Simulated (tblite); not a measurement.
Species: C5H11B2F.
Atom-mapped SMILES: `[BH2:1]/[C:2](=[CH:3]\[CH3:4])[CH2:5][CH2:6][BH:7][F:8]` (hydrogens: H9, H10 on B1; H11 on C3; H12, H13, H14 on C4; H15, H16 on C5; H17, H18 on C6; H19 on B7)

Computed with GFN2-xTB (tblite), gas phase: L-BFGS steps from a force-field or distance-geometry start until the largest atomic force falls under 0.01 eV/Å.

Step 141: E = -640.0496 eV
```
atom  x, y, z in Å  |  force x, y, z in eV/Å
B1     -1.0578   -0.4889    1.5230    0.004  -0.001  -0.023
C2     -0.6322   -0.2760    0.0529   -0.017  -0.010  -0.011
C3     -1.4147    0.2371   -0.9133   -0.026  -0.027   0.007
C4     -2.8339    0.6700   -0.7944   -0.013  -0.013  -0.003
C5      0.7780   -0.6816   -0.3246   -0.005   0.003   0.000
C6      1.8048    0.2392    0.3486    0.003   0.001   0.002
B7      3.3230   -0.0746    0.0706   -0.005   0.007   0.005
F8      4.2322    0.6826    0.6537   -0.012  -0.012  -0.013
H9     -0.4015   -1.1660    2.2178   -0.002  -0.001  -0.002
H10    -2.0151    0.0059    1.9761   -0.001   0.001   0.000
H11    -1.0187    0.3273   -1.9226    0.010  -0.021   0.019
H12    -3.1461    0.7498    0.2408   -0.007   0.010  -0.004
H13    -2.9720    1.6291   -1.2933   -0.010  -0.007   0.012
H14    -3.4834   -0.0538   -1.2933    0.050   0.041   0.004
H15     0.9142   -0.6478   -1.4078    0.011   0.015  -0.010
H16     0.9557   -1.7078    0.0019    0.003  -0.004   0.008
H17     1.6269    0.2209    1.4291    0.015   0.024  -0.006
H18     1.5969    1.2730    0.0503   -0.001  -0.001   0.015
H19     3.7341   -0.9292   -0.6230    0.004  -0.006   0.001
```

Step 142: E = -640.0500 eV
```
atom  x, y, z in Å  |  force x, y, z in eV/Å
B1     -1.0610   -0.4965    1.5240   -0.007   0.003  -0.025
C2     -0.6327   -0.2801    0.0552   -0.012  -0.002  -0.013
C3     -1.4120    0.2371   -0.9113   -0.032  -0.034   0.011
C4     -2.8296    0.6757   -0.7948   -0.016  -0.005  -0.002
C5      0.7777   -0.6843   -0.3221    0.003   0.000   0.002
C6      1.8029    0.2403    0.3488    0.003  -0.001   0.002
B7      3.3210   -0.0710    0.0670   -0.005   0.010   0.009
F8      4.2302    0.7035    0.6270   -0.015  -0.017  -0.016
H9     -0.4018   -1.1693    2.2204   -0.004   0.002  -0.003
H10    -2.0254   -0.0108    1.9730    0.011  -0.004  -0.001
H11    -1.0133    0.3246   -1.9199    0.005  -0.011   0.016
H12    -3.1428    0.7589    0.2402   -0.004   0.005  -0.017
H13    -2.9632    1.6352   -1.2949   -0.009  -0.018   0.016
H14    -3.4810   -0.0461   -1.2942    0.049   0.046   0.009
H15     0.9137   -0.6533   -1.4057    0.009   0.023  -0.006
H16     0.9581   -1.7095    0.0056    0.004  -0.007   0.015
H17     1.6280    0.2197    1.4300    0.018   0.017  -0.006
H18     1.5906    1.2745    0.0547   -0.002  -0.007   0.005
H19     3.7310   -0.9395   -0.6102    0.005   0.000   0.005
```

Step 143: E = -640.0503 eV
```
atom  x, y, z in Å  |  force x, y, z in eV/Å
B1     -1.0629   -0.5025    1.5246   -0.017   0.004  -0.014
C2     -0.6335   -0.2839    0.0569    0.001   0.003  -0.008
C3     -1.4112    0.2350   -0.9097   -0.031  -0.028   0.008
C4     -2.8266    0.6809   -0.7948   -0.014   0.005   0.000
C5      0.7773   -0.6864   -0.3203    0.010  -0.002   0.004
C6      1.8011    0.2414    0.3490    0.000  -0.005   0.001
B7      3.3190   -0.0677    0.0639   -0.020  -0.004   0.000
F8      4.2276    0.7194    0.6050    0.007   0.005   0.001
H9     -0.4016   -1.1727    2.2217   -0.008   0.006  -0.003
H10    -2.0321   -0.0228    1.9706    0.020  -0.009  -0.001
H11    -1.0102    0.3182   -1.9176   -0.004   0.001   0.008
H12    -3.1419    0.7658    0.2400    0.002  -0.005  -0.035
H13    -2.9547    1.6418   -1.2943   -0.004  -0.028   0.018
H14    -3.4786   -0.0377   -1.2975    0.034   0.044   0.013
H15     0.9143   -0.6574   -1.4039    0.002   0.028  -0.003
H16     0.9597   -1.7109    0.0084    0.008  -0.008   0.020
H17     1.6298    0.2195    1.4308    0.016   0.006  -0.003
H18     1.5848    1.2758    0.0591   -0.003  -0.009  -0.008
H19     3.7301   -0.9466   -0.5992    0.001  -0.003   0.001
```

Task: Estimate the geometry and energy of step 144. (The exact step hangs on the optimiser's Hessian estimate; all steps are aligned on step 143, rigid shifts and turns removed.)

Result: E = -640.0503 eV, largest force 0.158 eV/Å
```
atom  x, y, z in Å  |  force x, y, z in eV/Å
B1     -1.0687   -0.5131    1.5261   -0.024   0.002   0.000
C2     -0.6352   -0.2921    0.0607    0.003   0.014  -0.013
C3     -1.4078    0.2341   -0.9061   -0.012  -0.014   0.005
C4     -2.8202    0.6901   -0.7958   -0.006   0.013   0.001
C5      0.7760   -0.6951   -0.3142    0.018  -0.006   0.002
C6      1.7980    0.2385    0.3500    0.013   0.011   0.006
B7      3.3163   -0.0601    0.0556    0.078   0.056   0.035
F8      4.2235    0.7627    0.5547   -0.104  -0.102  -0.062
H9     -0.4038   -1.1760    2.2270   -0.013   0.010  -0.003
H10    -2.0454   -0.0425    1.9659    0.026  -0.014   0.000
H11    -1.0006    0.3196   -1.9114   -0.015   0.002   0.006
H12    -3.1430    0.7697    0.2374    0.007  -0.014  -0.046
H13    -2.9384    1.6561   -1.2885    0.003  -0.030   0.021
H14    -3.4718   -0.0189   -1.3113    0.011   0.031   0.016
H15     0.9143   -0.6708   -1.3979   -0.005   0.027  -0.001
H16     0.9600   -1.7174    0.0196    0.012  -0.012   0.020
H17     1.6358    0.2122    1.4331    0.013  -0.002  -0.001
H18     1.5710    1.2724    0.0668    0.000  -0.011  -0.015
H19     3.7305   -0.9605   -0.5790   -0.005   0.038   0.030
```

The energy changes by 0.0000 eV. The first-order estimate −F·Δx gives -0.0006 eV and the mean of the old and new forces, exact on a quadratic surface, +0.0001 eV. The step makes an angle of 86° with the force vector and moves no atom by more than 0.066 Å.

What follows is the cost of the whole relaxation. Time: 0.77 s of wall time. Hardware: Arm Neoverse V2, one thread, shared host with 96 logical CPUs at a one-minute load of 23.
